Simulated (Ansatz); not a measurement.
C2H10BNSi, SMILES `BN(C)[SiH2]C`, relaxed with RKS PBE0-D4/def2-TZVP in the Gaussian-basis code of Ansatz from a PBE-D4/def2-SVP geometry. The force threshold is 0.005 eV/Å; the program also tests the step.

Charge 0, multiplicity 1.

Start:

```xyz
15

B    -1.457    0.035    1.540
N    -0.820   -0.032    0.286
C    -1.334    0.690   -0.882
Si    0.672   -0.992    0.033
C     2.136    0.131   -0.354
H    -2.467    0.710    1.659
H    -0.989   -0.578    2.483
H    -0.610    1.453   -1.246
H    -2.276    1.209   -0.619
H    -1.539   -0.003   -1.729
H     0.917   -1.800    1.271
H     0.427   -1.906   -1.141
H     3.050   -0.475   -0.518
H     2.330    0.829    0.486
H     1.960    0.728   -1.270
```

| step | energy (eV) | largest force (eV/Å) | largest move (Å) |
| --- | --- | --- | --- |
| 1 | -12275.6684 | 0.501 | 0.000 |
| 2 | -12275.7290 | 0.264 | 0.026 |
| 3 | -12275.7369 | 0.043 | 0.016 |
| 4 (rejected) | -12275.7369 | 0.041 | 0.006 |
| 5 | -12275.7371 | 0.010 | 0.003 |
| 6 | -12275.7371 | 0.005 | 0.001 |

End:

```xyz
15

B    -1.442    0.033    1.525
N    -0.805   -0.033    0.285
C    -1.319    0.684   -0.875
Si    0.658   -0.972    0.034
C     2.113    0.130   -0.351
H    -2.438    0.692    1.641
H    -0.983   -0.570    2.452
H    -0.607    1.437   -1.227
H    -2.249    1.189   -0.616
H    -1.516   -0.002   -1.706
H     0.904   -1.771    1.257
H     0.418   -1.878   -1.125
H     3.010   -0.475   -0.513
H     2.311    0.816    0.475
H     1.944    0.719   -1.255
```

Run time 22 s (4 threads of an Arm Neoverse V2 on a shared host); peak host memory 0.63 GiB.
